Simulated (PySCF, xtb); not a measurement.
C₅H₈NO, SMILES CN1[CH]CCC1=O, multiplicity 2. One conformer was computed; it need not be the lowest.

Harmonic wavenumbers (cm⁻¹) from xtb with GFN2-xTB at its own minimum, in rising order: 72, 119, 161, 250, 285, 298, 470, 507, 631, 666, 808, 828, 974, 985, 1024, 1085, 1085, 1099, 1107, 1172, 1195, 1257, 1283, 1338, 1388, 1431, 1450, 1456, 1470, 1480, 1736, 2880, 2926, 2977, 2985, 2992, 3004, 3022, 3186.

What does PBE-D3(BJ)/def2-SVP in PySCF give at its own minimum? (The exact figures need the calculation; the answer reports its results.)

115, 155, 178, 280, 306, 409, 470, 537, 639, 663, 763, 817, 931, 962, 988, 1041, 1082, 1091, 1100, 1169, 1202, 1241, 1270, 1320, 1357, 1380, 1406, 1416, 1434, 1437, 1774, 2903, 2958, 2990, 3004, 3035, 3066, 3086, 3159. Paired by order, the mean absolute difference is 29 cm⁻¹ and the zero-point energies are 75.9 and 76.0 kcal/mol.
